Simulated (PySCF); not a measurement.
# Successive ionisation energies of gadolinium

Calculated with PySCF 2.14, two-component X2C-1e (Gaussian nucleus, no Breit or QED terms), each ion in its own even-tempered basis; GMP2 freezes the deep shells of the larger ions and drops the highest virtual spinors; eV.

```
    ion  configuration  GHF (spin-free)  GHF (screened spin-orbit)  GMP2 (screened spin-orbit)             NIST         kind
Gd(59+)   [He] 2s2 2p1          12993.7                    13534.8                     13532.7        13521 ± 7  theoretical
Gd(60+)       [He] 2s2          13959.8                    13959.8                     13966.2       13943 ± 10  theoretical
Gd(61+)       [He] 2s1          14240.2                    14240.2                     14240.4   14224.57 ± 0.1  theoretical
Gd(62+)            1s2          57906.4                    57906.4                     57908.2  57783.91 ± 0.08  theoretical
Gd(63+)            1s1          59142.7                    59142.7                     59142.7  59065.54 ± 0.05  theoretical
```

Where is the largest relative jump?

From Gd(61+) to Gd(62+): 14240.4 to 57908.2 eV, where the electron removed from 1s2 comes from a deeper shell or subshell.
